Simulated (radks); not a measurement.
Values are calculated unless marked as measured or tabulated.
Task: These are the eigenvalues of the occupied orbitals of an atom or ion with whole-number occupations (hartree). Level of theory: scalar-relativistic Kohn-Sham, exchange-only LDA, spin-polarised, spherical densities, point nucleus (a radial shooting solver on a logarithmic mesh with Libxc functionals).

orbital  eigenvalue
1s up     -892.1340

Which element is it, and in what charge state? The configuration may be excited. Open shells, if any, are filled with parallel spins first.

Result: Z = 42, molybdenum, charge +41: Mo41+ in 1s1. The 1s level, -892.13 hartree, gives Z - s = 42.2 by -(Z - s)^2/2, which with screening and relativity narrows Z to a few neighbours, and with so few levels the electron count can be read from the list.
